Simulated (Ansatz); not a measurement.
`[F][Sn]([F])([Cl])[Cl]` + NH₃ → `[NH2][Sn]([F])([Cl])[Cl]` + H–F at 600 K and 1 bar (ligand exchange at the Sn–F bond).

Gas-phase electronic energies from Ansatz, PBE0-D4/def2-TZVP geometries. CBS: MP2 limit from def2 TZ/QZ plus the TZ coupled-cluster correction, frozen cores. This one scheme is used for every species. Elements past krypton have def2 core potentials. For Sn outer-core shells are correlated without core-valence functions, which leaves a few kJ/mol of doubt a bond. Each species was taken in one conformer, which may not be the lowest.

```
                   species  CCSD(T)/CBS energy (Eh)  H − E (kJ/mol)  S (J/(mol·K))
  `[F][Sn]([F])([Cl])[Cl]`              -1333.31864            67.9          430.3
                       NH₃                -56.50880           112.4          219.5
`[NH2][Sn]([F])([Cl])[Cl]`              -1289.42050           138.0          474.1
                       H–F               -100.39570            42.3          194.0
```

H − E and S are ideal-gas, rigid-rotor, harmonic terms from PBE0-D4/def2-TZVP, for one conformer and one mirror image of each species. 1 Eh = 2625.50 kJ/mol, R = 8.31446 J/(mol·K).

Problem. By hand: ΔE, ΔH, ΔS and ΔG.

Solution. ΔE = (-1289.42050) + (-100.39570) − (-1333.31864) − (-56.50880) = 0.01124 Eh = 29.5 kJ/mol. Δ(H − E) = 138.0 + 42.3 − 67.9 − 112.4 = 0.0, so ΔH = 29.5 kJ/mol. ΔS = 474.1 + 194.0 − 430.3 − 219.5 = 18.3 J/(mol·K). ΔG = 29.5 − 600 × (18.3)/1000 = 18.5 kJ/mol.

Problem. By hand: the equilibrium constant, and the temperature at which ΔG would vanish if ΔH and ΔS stayed fixed.

Solution. log₁₀ K = −ΔG/(RT ln 10) = -1.6. ΔG = 0 at ΔH/ΔS = 1612 K, though so small a ΔS makes that figure unsure.

TΔS isn't small against ΔH here. A doubt of 5 kJ/mol in ΔE shifts log₁₀ K by 0.4 here. Other conformers and mirror images would add mixing entropy, several J/(mol·K) or more a flexible species. Modes under 60 cm⁻¹, often nearly free rotors, make the harmonic entropy too high. These are equilibria of isolated gas molecules and say nothing of rates. Largest T1 diagnostic: 0.013 (customary marks: 0.02 for closed shells, 0.045 for open ones).
